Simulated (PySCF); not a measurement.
## How methods differ on the excitation energy of Ge⁺

Ge⁺ [Ar] 3d10 4s2 4p1 (2P) → Ge⁺ [Ar] 3d10 4s1 4p1 5s1 (4P), as a difference of total energies. All numbers are calculated (PySCF 2.14, scalar relativity by spin-free X2C-1e, in x2c-QZVPPall with one added diffuse shell each of s, p, d, f type (12s9p6d5f1g, 113 functions)). Correlated levels: valence: [Ar] 3d10 frozen; valence and next inner shell: [Ne] frozen. The calculations carry no spin-orbit coupling.

| method | excitation energy (cm⁻¹) |
| --- | --- |
| UHF | 109430 |
| LDA | 126120 |
| PBE | 123430 |
| PBE0 | 121480 |
| r2SCAN | 122360 |
| BHandHLYP | 123270 |
| MN15 | 123440 |
| MP2 (valence) | 116450 |
| SCS-MP2 (valence) | 118840 |
| MP2 (valence and next inner shell) | 121910 |
| SCS-MP2 (valence and next inner shell) | 123220 |

A first-order spin-orbit estimate (lowest level to lowest level, LS coupling) adds -0.009 eV.

The promoted electron is Rydberg-like, and one or two diffuse shells describe it only roughly, which tends to raise the upper state.
